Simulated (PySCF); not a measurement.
**Levels of Tm(64+) from EOM-EA-GCCSD**

Reference: closed-shell Tm(65+), [He] 2s2; one electron is added. Calculated with PySCF 2.14, two-component X2C-1e with screened spin-orbit coupling, an even-tempered Gaussian basis (17 s from 12 bohr⁻², ratio 2.6; 13 p from 16 bohr⁻², ratio 2.6; 7 d from 16 bohr⁻², ratio 2.8; 4 f from 300 bohr⁻², ratio 2.8); frozen nothing; the 30 highest virtual spinors dropped; of the others 54 kept and the rest restored at second order. No Breit or QED terms. Binding energies in eV.

| level | Koopmans | second order | EOM-CCSD |
| --- | --- | --- | --- |
| 2p1/2 | 16052.2 | 16051.0 | 16047.0 |
| 2p3/2 | 14976.3 | 14977.2 | 14977.1 |

For comparison, the ionisation energy of Tm(64+) is 16036 ± 24 eV (theoretical estimate listed by NIST; NIST Atomic Spectra Database, ionization energies).

Only part of the computed levels is shown.
